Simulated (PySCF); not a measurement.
**C₆ coefficients of unlike pairs at UHF**

Calculated with PySCF 2.14 from the dipole response of each species, C₆(A,B) = (3/π) ∫ α_A(iu) α_B(iu) du, in atomic units, from isotropic polarisabilities. For ions this is the dispersion term alone; charge-induced terms of lower order in 1/R come first.

| species | configuration | basis | relativity | α (bohr³) | C₆ (like pair) |
| --- | --- | --- | --- | --- | --- |
| Ne³⁺ | [He] 2s2 2p3 (4S) | x2c-TZVPPall with one added diffuse shell each of s, p, d type (6s4p3d1f) | spin-free X2C | 0.7072 | 0.6058 |
| Cl⁺ | [Ne] 3s2 3p4 (3P) | aug-cc-pV(T+d)Z (6s5p4d2f) | none | 8.576 | 40.56 |
| Ni³⁺ | [Ar] 3d7 (4F) | def2-TZVPPD (6s6p4d2f1g) | none | 1.276 | 2.825 |
| Se | [Ar] 3d10 4s2 4p4 (3P) | aug-cc-pwCVTZ-PP with ECP10MDF (8s7p6d4f1g) | core potential | 25.01 | 208.2 |

(1) Estimate C₆ for Ni³⁺ with Ne³⁺.

No spin-orbit coupling is included.

The other pairs:

```tsv
pair	C₆
Se, Cl⁺	89.68
Se, Ni³⁺	18.31
Cl⁺, Ne³⁺	4.491
Ni³⁺, Cl⁺	9.043
Se, Ne³⁺	9.292
```

## Answers

(1) The integral gives 1.297. The combination rule 2 C_A C_B / (C_A α_B/α_A + C_B α_A/α_B) gives 1.287 and the geometric mean 1.308.
